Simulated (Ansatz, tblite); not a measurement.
Cost and result up the ladder for KH2⁻ (the lowest singlet isomer of a short search) (3 atoms). Charge -1, multiplicity 1. Geometry: B3LYP-D4/def2-TZVPD.

```xyz
3

K     0.0047   -0.0019   -0.0015
H     0.7790    2.3543   -0.4369
H    -0.7837   -2.3524    0.4385
```

Ansatz on 4 threads of Arm Neoverse V2 on a shared host; xTB runs through tblite on one thread. Times are rough, summed over both states, and most runs start from the orbitals of an earlier one. CCSD(T)/def2-TZVPPD serves as the yardstick here, not as an exact answer. Differences are given only for rows in sets of like size (and for xTB, whose basis is part of the method), since another set adds its own error. The other state is a triplet at its own geometry, which has other bonds, so the gap mixes isomer and spin.

The xTB rows come from tblite. Correlated methods freeze 5 core orbitals; core or outer-core shells of K are correlated, in sets that lack core-valence functions. The structure comes from a short search, and lower isomers may exist.

Correlated methods converge slowly with the basis.

xTB has no spin-polarisation term.

```csv
level,functions,wall time,triplet − singlet (eV),difference from CCSD(T)/def2-TZVPPD (eV),remarks
GFN2-xTB,6,0.002 s,3.24,1.52,–
GFN1-xTB,8,0.003 s,5.39,3.67,–
HF/STO-3G,15,0.1 s,1.89,–,"HOMO above zero (singlet), HOMO above zero (triplet)"
MP2/def2-TZVPD,54,0.3 s,1.62,-0.10,–
revPBE-D4/def2-TZVPD,54,0.75 s,-2.02,-3.74,"HOMO above zero (singlet), HOMO above zero (triplet)"
BHLYP-D4/def2-TZVPD,54,0.75 s,0.47,-1.25,HOMO above zero (triplet)
PBE-D4/def2-TZVPD (with forces),54,0.8 s,0.51,-1.22,"HOMO above zero (singlet), HOMO above zero (triplet)"
CAM-B3LYP-D4/def2-TZVPD,54,0.9 s,0.90,-0.82,–
B2PLYP/def2-TZVPD,54,0.95 s,1.65,-0.07,–
RPA@PBE/def2-TZVPD,54,1 s,1.56,-0.16,–
CCSD(T)/def2-TZVPPD,70,1.1 s,1.72,0.00,–
r2SCAN-D4/def2-TZVPD,54,1.7 s,1.22,-0.50,"HOMO above zero (singlet), HOMO above zero (triplet)"
PBE0-D4/def2-TZVPD,54,1.9 s,0.70,-1.02,HOMO above zero (triplet)
ωB97M-V/def2-TZVPD,54,3.3 s,2.02,0.30,–
```
